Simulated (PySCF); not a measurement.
C₃H₇NO, SMILES N(C)(C=O)C. Atoms are numbered in the order given.

```xyz
12

C     -0.7469     1.5847     0.0000
N     -0.0169     0.3488     0.0000
C      1.4213     0.4051     0.0000
C     -0.6472    -0.8569     0.0000
O     -0.1035    -1.9371     0.0000
H     -1.8266     1.3767     0.0000
H     -0.5138     2.1918     0.8924
H     -0.5138     2.1918    -0.8924
H      1.7994    -0.6252     0.0000
H      1.7981     0.9309    -0.8940
H      1.7981     0.9309     0.8940
H     -1.7586    -0.7393     0.0000
```

Geometry: PBE0-D3(BJ)/def2-SVP. Other conformers were not sampled.

The numbers are results of PBE0/pcSseg-1 in PySCF, not measurements.

GIAO shieldings, no solvent; atoms listed in one row are averaged. δ = σ(ref) − σ: ¹³C against TMS (σ = 186.3 ppm); ¹⁵N against NH3 (σ = 267.4 ppm); ¹⁷O against H2O (σ = 334.2 ppm); ¹H against TMS (σ = 31.56 ppm), references at their B3LYP-D3(BJ)/def2-TZVP geometries, non-relativistic.

Computed chemical shifts:
```
nucleus         atoms  count  δ (ppm)
-------  ------------  -----  -------
¹³C                C4      1    164.0
¹³C                C1      1     37.8
¹³C                C3      1     31.4
¹⁵N                N2      1    124.3
¹⁷O                O5      1    419.3
¹H                H12      1     7.98
¹H       H9, H10, H11      3     3.11
¹H         H6, H7, H8      3     3.02
```
